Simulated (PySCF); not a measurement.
All values below come from B3LYP-D3(BJ)/def2-TZVP run with PySCF. All species are isolated molecules in the gas phase. One relaxed conformer stands for a flexible species; it need not be the lowest. B3LYP has the VWN-RPA correlation part, as in Gaussian. Excitations are Tamm–Dancoff values on a coarser integration grid. The basis has no diffuse functions, so Rydberg states are missing or too high.

Reference species (SMILES): `[SiH3]O[SiH2][SiH2][SiH3]` (Si–O–Si–Si torsion -27°, O–Si–Si–Si torsion -179°) (neutral, multiplicity 1).

```
Quantity              Result
-------------------  -------
T1 excitation (TDA)  5.12 eV
HOMO–LUMO gap        6.63 eV
```

Changed species: `O[SiH2][SiH2][SiH2][SiH3]`.

### Question
Predict the effect on the T1 excitation (TDA) and HOMO–LUMO gap.

### Answer
the T1 excitation (TDA) falls by 0.13 eV, to 4.99 eV; the HOMO–LUMO gap decreases by 0.11 eV, to 6.52 eV.
